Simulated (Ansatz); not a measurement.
Relaxation of CH$_{8}$Sn (10 atoms, charge 0, multiplicity 1), to a largest force component of 0.03 eV/Å in at most 50 steps.

Method: Ansatz, RKS B3LYP-D4/def2-SVP.

```xyz
10
Properties=species:S:1:pos:R:3:forces:R:3
Sn -0.150 -0.140 0.115 -0.11 -0.14 -0.27
C -0.091 -0.049 2.269 -0.22 -0.27 0.32
H -0.762 -0.811 2.693 0.01 0.00 0.00
H 0.928 -0.242 2.633 0.00 0.00 0.00
H -0.422 0.938 2.620 0.00 0.00 0.00
H 1.430 -0.330 -0.537 0.01 -0.01 0.00
H -0.850 1.294 -0.526 0.00 0.01 -0.01
H -1.106 -1.487 -0.380 -0.01 0.00 0.00
H 1.602 2.011 1.107 0.75 0.89 -1.33
H 1.331 1.693 1.690 -0.42 -0.48 1.30
```

Problem. Where does it end, and by what steps?

Solution. The run converged. The force dipped under the threshold on the way, but the program's further checks kept it going. After 19 steps the energy has fallen by 0.198 eV; H10 moved furthest, 1.09 Å.

| step | energy less start (eV) | largest force component (eV/Å) | accepted |
| --- | --- | --- | --- |
| 0 | 0.0000 | 1.328 | yes |
| 1 | -0.1248 | 0.129 | yes |
| 2 | -0.1625 | 0.070 | yes |
| 3 | -0.1749 | 0.094 | yes |
| 4 | -0.1782 | 0.029 | yes |
| 5 | -0.1794 | 0.051 | yes |
| 6 | -0.1802 | 0.062 | yes |
| 7 | -0.1809 | 0.121 | yes |
| 8 | -0.1825 | 0.133 | yes |
| 9 | -0.1843 | 0.238 | yes |
| 10 | -0.1851 | 0.235 | yes |
| 11 | -0.1926 | 0.015 | yes |
| 12 | -0.1946 | 0.043 | yes |
| 13 | -0.1902 | 0.322 | no |
| 14 | -0.1921 | 0.097 | no |
| 15 | -0.1953 | 0.014 | yes |
| 16 | -0.1965 | 0.074 | yes |
| 17 | -0.1967 | 0.130 | yes |
| 18 | -0.1976 | 0.081 | yes |
| 19 | -0.1985 | 0.006 | yes |

```xyz
10
Properties=species:S:1:pos:R:3
Sn -0.225 -0.277 0.133
C -0.228 -0.296 2.302
H -1.255 -0.423 2.673
H 0.393 -1.125 2.671
H 0.177 0.653 2.681
H 1.385 -0.145 -0.462
H -1.143 1.059 -0.448
H -0.921 -1.734 -0.469
H 1.931 2.493 0.939
H 1.794 2.674 1.665
```

Run time: 17 s on 2 threads of AMD EPYC 9R45 96-Core Processor (Zen 5), with other jobs on the host, peak memory 0.18 GiB.
